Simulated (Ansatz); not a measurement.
Compare A (`C/C=C\[SiH2]Cl`) with its isomer B (`ClC[SiH]1CC1`).

Computed with Ansatz on PBE0-D4/def2-TZVP structures; ΔE is electronic, products minus reactants. CCSD(T)/CBS adds triple-zeta CCSD(T) − MP2 to the extrapolated MP2 energy (def2 sets, frozen cores). DFT in def2-TZVPP. Each species was taken in one conformer, which may not be the lowest.

Q: Which is lower in electronic energy at CCSD(T)/CBS, and by how much? (Estimate.)

A: Computed: A, by 42.8 kcal/mol.

Q: Give E(B) − E(A) in kcal/mol with MP2/def2-TZVPP, PBE0-D4, ωB97M-V, PBE-D4, BLYP-D4, CCSD/def2-TZVPP, HF/def2-TZVPP. (Estimate.)

A: Computed: MP2/def2-TZVPP 41.8, PBE0-D4 38.9, ωB97M-V 41.1, PBE-D4 38.1, BLYP-D4 44.0, CCSD/def2-TZVPP 43.4, HF/def2-TZVPP 51.0. None reverses the order clearly.

Q: Does the order hold for the free energy at 298.15 K (harmonic terms from PBE0-D4)? (Estimate.)

A: The calculation gave: Yes: G(B) − G(A) = +43.9 kcal/mol, for one conformer each. Modes under 60 cm⁻¹, often nearly free rotors, make the harmonic entropy too high.

Largest T1 diagnostic: 0.010.

Leaving LDA and LC-ωPBE aside and taking each functional with its dispersion term where it has one, the values, not all of them listed here, spread over 7.6 kcal/mol, from PBE-D4 to BHLYP-D4. LDA lies −2.9 kcal/mol from PBE without D4. In def2-TZVPP, CCSD(T) changes the Hartree–Fock value by −8.3 kcal/mol (the triples alone add −0.7 kcal/mol) and MP2 by −9.2 kcal/mol.
